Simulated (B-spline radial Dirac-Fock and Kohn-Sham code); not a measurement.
Conversion-electron coefficients: Sr, 57 keV

Z = 38 (strontium), transition energy 57 keV. The computed values come from a radial B-spline solver: a Dirac-Hartree-Slater potential of the neutral atom with a Latter tail (no hole, which puts coefficients of high multipoles low close above an edge), finite nucleus with surface currents. Subshells that would emit electrons below 1 keV are left out.

Input of the calculation (task.json; shells as n, l, electrons):

```json
{"items": [{
  "Z": 38,
  "q": 0,
  "cfg": [[1, 0, 2], [2, 0, 2], [2, 1, 6], [3, 0, 2], [3, 1, 6], [3, 2, 10], [4, 0, 2], [4, 1, 6], [5, 0, 2]],
  "A": 88,
  "rrms": 4.224,
  "do": "conversion",
  "gamma": [57.0],
  "edges": {"K": 16105.0, "L1": 2216.0, "L2": 2007.0, "L3": 1940.0, "M1": 358.7, "M2": 280.3, "M3": 270.0, "M4": 136.0, "M5": 134.2}
}]}
```

Run with: `python xray2_run.py task.json out`

| subshell | electron energy (keV) | E2 | E4 | E5 | M3 | M4 |
| --- | --- | --- | --- | --- | --- | --- |
| K | 40.90 | 6.05 | 637 | 6430 | 148 | 1840 |
| L1 | 54.78 | 0.521 | 40.0 | 303 | 27.1 | 460 |
| L2 | 54.99 | 0.408 | 731 | 19900 | 4.35 | 102 |
| L3 | 55.06 | 0.605 | 998 | 26700 | 18.0 | 680 |
| M1 | 56.64 | 0.0871 | 6.62 | 51.1 | 4.93 | 86.8 |
| M2 | 56.72 | 0.0711 | 132 | 3650 | 0.783 | 18.8 |
| M3 | 56.73 | 0.105 | 179 | 4860 | 3.30 | 128 |
| M4 | 56.86 | 0.000397 | 4.41 | 284 | 0.0263 | 1.46 |
| M5 | 56.87 | 0.000503 | 5.44 | 333 | 0.0139 | 2.06 |
| N1 | 56.95 | 0.0127 | 0.967 | 7.49 | 0.731 | 12.9 |
| N2 | 56.97 | 0.00857 | 16.0 | 444 | 0.0949 | 2.28 |
| N3 | 56.97 | 0.0126 | 21.6 | 587 | 0.399 | 15.6 |
| total |  | 7.89 | 2770 | 63600 | 208 | 3350 |

**Question.** For a pure M4 transition, what fraction of decays emits a photon?

**Answer.** 1/(1 + α) = 0.000298 with the total α = 3350; the total includes the outer subshells that are not listed.
